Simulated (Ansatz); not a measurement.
Ansatz (a quantum-chemistry and plane-wave program) input (PBE/def2-TZVPD):

Ansatz 0.2 input:
```yaml
crystal:
  periodic: [false, false, false]
  atoms:
    - {symbol: Pb, position_ang: [0.02086656, 0.01693308, 1.04302313]}
    - {symbol: I, position_ang: [1.18065540, -2.06159459, -0.79755337]}
    - {symbol: I, position_ang: [-1.21293952, 2.03539625, -0.81618054]}
basis:
  gaussian:
    orbitals: def2-TZVPD
hamiltonian:
  xc: {name: PBE}
total_charge: -1
magnetization: {spin_polarized: true, initial_magnetization: 1}
output: {forces: true}
```

End of the output:

```
integrals: 0.10 GiB planned
1224 factors; their error is unknown
mean field: 0.81 GiB planned
mean field evaluation 1: about -21455.7005 eV, gradient 1.1e1 eV
mean field evaluation 2: about -21455.2391 eV, gradient 1.6e1 eV
mean field evaluation 4: about -21456.0414 eV, gradient 3.1e-1 eV
mean field evaluation 8: about -21456.0207 eV, gradient 3.0e-2 eV
mean field evaluation 16: about -21456.0207 eV, gradient 1.7e-5 eV
mean field evaluation 32: about -21456.0207 eV, gradient 1.7e-5 eV
mean field -21456.02065721 eV, -788.4942157392 hartree, gradient 1.7e-5 eV, S^2 0.752606; 3 other end points of the search recorded, 0 dependent functions left out
the calculation of the forces begins
reference -21456.02071219 eV, -788.4942177597 hartree; 37, 36 occupied and 137, 138 virtual orbitals, 1224 factors
Total energy: -21456.02071219 eV, -788.4942177597 hartree
Atom 0 at     0.020867     0.016933     1.043023 Å, force    -0.002249    -0.001825    -0.112437 eV/Å
Atom 1 at     1.180655    -2.061595    -0.797553 Å, force    -0.024834     0.045345     0.056017 eV/Å
Atom 2 at    -1.212940     2.035396    -0.816181 Å, force     0.027083    -0.043519     0.056421 eV/Å
Dipole moment:     0.013252     0.010754     0.662392 e Å
```
